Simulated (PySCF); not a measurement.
A GIAO shielding run with PySCF 2.14 (density fitting, non-relativistic, gas phase) on `C#C[C@@]1(Cl)[SiH2]CC[C@@H]1F`, C$_{6}$H$_{8}$ClFSi:

```
$ OMP_NUM_THREADS=1 python probes_run.py task.json out

{"job": {"kind": "nmr", "xc": "PBE0", "basis": "pcSseg-1"}, "charge": 0, "multiplicity": 1}
C      2.891737     0.122593    -0.533373
C      1.865134    -0.238602    -0.031547
C      0.650977    -0.675384     0.595497
Cl     1.063840    -2.012474     1.736893
Si    -0.311651     0.771721     1.446032
C     -1.415548     1.042620    -0.088242
C     -0.882098     0.081873    -1.160756
C     -0.344210    -1.160449    -0.459090
F     -1.397577    -1.795085     0.167403
H      3.787122     0.443557    -0.974943
H     -1.023406     0.265892     2.613019
H      0.610568     1.869313     1.728676
H     -1.419820     2.064830    -0.460540
H     -2.449306     0.785422     0.142075
H     -0.059639     0.538006    -1.712945
H     -1.663669    -0.198945    -1.868207
H      0.090548    -1.892858    -1.149859
```

Hardware: 1 thread of an Intel Xeon, shared host. The job also computes population analyses, field gradients, ring-centre shieldings.

(1) How large is the calculation?

(2) How long does it take, and how much memory does it need?

Answers

(1) 84 electrons, 207 basis functions and 1117 auxiliary functions.

(2) 2 min of wall time, with 14 SCF cycles and 5 response iterations; peak memory 0.92 GiB. Times on a shared host scatter by some tens of per cent.
